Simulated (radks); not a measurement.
The numbers below are computed, except where a source is named.
All-electron atom: neutral molybdenum in [Kr] 4d5 5s1. Level of theory: scalar-relativistic Kohn-Sham, AM05, spin-polarised, spherical densities, finite nucleus; open shells are filled with parallel spins first (spin-orbit coupling, left out, can overturn this in heavy ions); Fermi nuclear charge, rms radius 4.4091 fm (a radial shooting solver on a logarithmic mesh with Libxc functionals).

Unscreened Slater integrals over Kohn-Sham orbitals (hartree). They are taken over the spin-up orbitals. Empty in this configuration: 5p.

| integral | value |
|---|---|
| F0(4d,4d) | 0.46644 |
| F2(4d,4d) | 0.22390 |
| F4(4d,4d) | 0.14313 |
| F0(4d,5s) | 0.31337 |
| G2(4d,5s) | 0.075290 |
| F0(4d,4p) | 0.55922 |
| F2(4d,4p) | 0.25667 |
| G1(4d,4p) | 0.31154 |
| G3(4d,4p) | 0.18767 |
| F0(4d,4s) | 0.57707 |
| G2(4d,4s) | 0.21587 |
| F0(4d,5p) | 0.23492 |
| F2(4d,5p) | 0.066537 |
| G1(4d,5p) | 0.039564 |
| G3(4d,5p) | 0.028415 |
| F0(5s,5s) | 0.26264 |
| F0(5s,4p) | 0.33432 |
| G1(5s,4p) | 0.020797 |
| F0(5s,4s) | 0.33754 |
| G0(5s,4s) | 0.013004 |
| F0(5s,5p) | 0.21288 |
| G1(5s,5p) | 0.12534 |
| F0(4p,4p) | 0.72508 |
| F2(4p,4p) | 0.37957 |
| F0(4p,4s) | 0.76368 |
| G1(4p,4s) | 0.51565 |
| F0(4p,5p) | 0.24376 |
| F2(4p,5p) | 0.040016 |
| G0(4p,5p) | 0.0074114 |
| G2(4p,5p) | 0.0092287 |
| F0(4s,4s) | 0.80981 |
| F0(4s,5p) | 0.24525 |
| G1(4s,5p) | 0.010467 |
| F0(5p,5p) | 0.18417 |
| F2(5p,5p) | 0.094555 |

Derived for the open shells (J is the average intra-shell exchange parameter used in DFT+U). 4d: Racah B = F2/49 - 5 F4/441 = 0.002946 hartree, C = 35 F4/441 = 0.01136 hartree, C/B = 3.86, F4/F2 = 0.639, J = (F2 + F4)/14 = 0.02622 hartree.
